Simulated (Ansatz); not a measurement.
Ansatz (an electronic-structure program) job for CHCl2, SMILES Cl[CH]Cl, multiplicity 2, PBE/def2-TZVPD. Geometry optimised at r2SCAN-D4/def2-TZVP. The isomer is the one that the SMILES or the coordinates give; other isomers of the formula were not compared.

Ansatz 0.2 input:
```yaml
crystal:
  periodic: [false, false, false]
  atoms:
    - {symbol: Cl, position_ang: [-0.00844782, 0.17055141, -1.46774473]}
    - {symbol: C, position_ang: [0.08743695, -0.68117721, 0.00000000]}
    - {symbol: Cl, position_ang: [-0.00844782, 0.17055141, 1.46774473]}
    - {symbol: H, position_ang: [-0.23739600, -1.71168480, 0.00000000]}
basis:
  gaussian:
    orbitals: def2-TZVPD
hamiltonian:
  xc: {name: PBE}
magnetization: {spin_polarized: true, initial_magnetization: 1}
```

Log of the run:

```
WARN ansatz: RAYON_NUM_THREADS=1 ignored (pool sized by the plan → 1); use --threads N
Functional definition: PBE
integrals: 0.05 GiB planned
785 factors; their error is unknown
mean field: 0.49 GiB planned
mean field evaluation 1: about -26081.8776 eV, gradient 3.2e1 eV
mean field evaluation 2: about -26065.2421 eV, gradient 6.1e1 eV
mean field evaluation 4: about -26086.6407 eV, gradient 2.1e0 eV
mean field evaluation 8: about -26086.6601 eV, gradient 5.9e-2 eV
mean field evaluation 16: about -26086.6452 eV, gradient 8.7e-5 eV
mean field -26086.64516570 eV, -958.6665276764 hartree, gradient 1.2e-5 eV, S^2 0.753384; 0 other end points of the search recorded, 0 dependent functions left out
reference -26086.64522639 eV, -958.6665299066 hartree; 21, 20 occupied and 117, 118 virtual orbitals, 785 factors
Total energy: -26086.64522639 eV, -958.6665299066 hartree
```

The calculation finished and met its thresholds.

Cost: about 2.6 core-seconds (a rough figure).
